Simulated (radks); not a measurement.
Results of a calculation; reference values are marked as such.
La, configuration [Xe] 6s2 6p1 (not the ground configuration). Level of theory: scalar-relativistic Kohn-Sham, AM05, spin-polarised, spherical densities, finite nucleus; open shells are filled with parallel spins first (spin-orbit coupling, left out, can overturn this in heavy ions); Fermi nuclear charge, rms radius 4.855 fm (a radial shooting solver on a logarithmic mesh with Libxc functionals).

X-ray form factor f0, the Fourier transform of the density (f0(0) = 57):

sin(theta)/lambda (1/angstrom)  f0 (electrons)
0.05                                    55.218
0.1                                     51.731
0.15                                    48.370
0.2                                     45.229
0.25                                    42.185
0.3                                     39.318
0.4                                     34.409
0.5                                     30.486
0.6                                     27.200
0.8                                     22.030
1                                       18.550
1.25                                    15.700
1.5                                     13.444
2                                        9.516
